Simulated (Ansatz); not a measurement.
Basis sets compared for the cluster Zn₇Se₆⁺ (the lowest doublet isomer of a short search). The state is a doublet with charge 1. Geometry PBE-D4/def2-SVP. Ansatz on 2 threads of AMD EPYC 7R13 on a shared host and a share (18 GiB) of an NVIDIA H100 80GB HBM3; times are rough, and most runs start from earlier orbitals.

```xyz
13

Zn   -1.853    1.025   -1.388
Zn   -0.551   -2.045   -0.525
Zn    1.903    0.254   -1.609
Zn    1.439   -0.624    1.564
Zn    0.000    0.997   -2.998
Zn    0.286    1.942    1.224
Zn   -1.933    0.350    1.381
Se    1.580   -2.142   -1.780
Se    1.405   -2.894    0.665
Se   -2.695   -1.126   -0.435
Se   -1.881    2.654    0.396
Se    2.507    1.295    0.437
Se   -0.206    0.314    3.068
```

Single mean-field runs in def2-SVP, def2-TZVP are fitted with def2-universal-jkfit. The structure comes from a short search, and lower isomers may exist.

| level | functions | energy (Eh) | HOMO (eV) | LUMO (eV) | wall time |
| --- | --- | --- | --- | --- | --- |
| PBE-D4/def2-SVP | 409 | -26857.8336 | -8.10 | -7.68 | 14 s |
| PBE0-D4/def2-SVP | 409 | -26858.4755 | -8.87 | -7.07 | 21 s |

Question: Estimate the rows for PBE-D4/def2-TZVP (with forces), PBE0-D4/def2-TZVP.

Answer: 
| level | functions | energy (Eh) | HOMO (eV) | LUMO (eV) | wall time |
| --- | --- | --- | --- | --- | --- |
| PBE-D4/def2-TZVP (with forces) | 624 | -26861.4302 | -8.22 | -7.80 | 26 s |
| PBE0-D4/def2-TZVP | 624 | -26862.0102 | -8.95 | -7.13 | 17 s |
